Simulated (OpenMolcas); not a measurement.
Co5+, Rh5+, Ir5+: d⁴ down the group

* Program: OpenMolcas
* Method: CASSCF
* Basis: ANO-RCC-VQZP
* Scalar Hamiltonian: DKH2, point nucleus
* Spin-orbit coupling: RASSI with atomic mean-field integrals over the reference wave functions, term energies averaged over their components

Active space for each ion: 4 electrons in 10 orbitals (d d).

Computed levels in cm-1 above ⁵D₀:

```json
{"Level": "⁵D₁", "Co5+": "209", "Rh5+": "611", "Ir5+": "4872"}
{"Level": "⁵D₂", "Co5+": "611", "Rh5+": "1641", "Ir5+": "9368"}
{"Level": "⁵D₃", "Co5+": "1185", "Rh5+": "2931", "Ir5+": "13042"}
{"Level": "⁵D₄", "Co5+": "1907", "Rh5+": "4393", "Ir5+": "15687"}
{"Level": "³H₄", "Co5+": "29759", "Rh5+": "22123", "Ir5+": "25189"}
{"Level": "³H₅", "Co5+": "30222", "Rh5+": "23573", "Ir5+": "31461"}
{"Level": "³H₆", "Co5+": "30723", "Rh5+": "24750", "Ir5+": "34212"}
{"Level": "³P₀(1)", "Co5+": "31475", "Rh5+": "21705", "Ir5+": "23642"}
{"Level": "³P₁(1)", "Co5+": "32699", "Rh5+": "24785", "Ir5+": "32300"}
{"Level": "weight of ⁵D in the lowest level (%)", "Co5+": "100", "Rh5+": "97", "Ir5+": "68"}
```

Mixed levels, with the weight of the term that names them: Ir5+ ⁵D₀ (68 %), Ir5+ ⁵D₄ (72 %), Ir5+ ³H₄ (59 %), Ir5+ ³H₆ (74 %), Ir5+ ³P₀(1) (55 %).

Measured, with the error of the calculation in %. Measured levels: Co5+ from Sugar and Corliss, J. Phys. Chem. Ref. Data 10, 1097 (1981).

```json
{"Level": "⁵D₁", "Co5+": "204 (+2.3)"}
{"Level": "⁵D₂", "Co5+": "589 (+3.8)"}
{"Level": "⁵D₃", "Co5+": "1125 (+5.4)"}
{"Level": "⁵D₄", "Co5+": "1782 (+7.0)"}
{"Level": "³H₄", "Co5+": "28377 (+4.9)"}
{"Level": "³H₅", "Co5+": "28806 (+4.9)"}
{"Level": "³H₆", "Co5+": "29234 (+5.1)"}
{"Level": "³P₀(1)", "Co5+": "27166 (+15.9)"}
{"Level": "³P₁(1)", "Co5+": "28462 (+14.9)"}
```

The fine-structure level ⁵D₄ changes by a factor of 8.23 from Co5+ to Ir5+.

Without spin-orbit coupling ³H lies 29175, 21135, 19465 cm-1 above ⁵D in that order; the difference to the level ³H₄, of either sign, comes from spin-orbit coupling, which also lowers the zero.

Without dynamic correlation excited terms often stand tens of per cent too high (terms of higher spin than the ground term too low), and those without a measured partner can miss by more than the paired ones. Active for correlation alone: 4d; no level in the range computed is led by a configuration that fills it, so any true level of that kind is missing (holds for Co5+). Active for correlation alone: 5d; no level in the range computed is led by a configuration that fills it, so any true level of that kind is missing (holds for Rh5+). Active for correlation alone: 6d; no level in the range computed is led by a configuration that fills it, so any true level of that kind is missing (holds for Ir5+). Computed and measured levels are paired by configuration, term and J; levels that our copy of the source lacks, or whose pairing is in doubt (as where it misses far off the trend of its configuration), stay unpaired and out of the deviations. Only configurations of the active space appear.

A number in round brackets counts repeated terms of one configuration in the order of the reference energies.
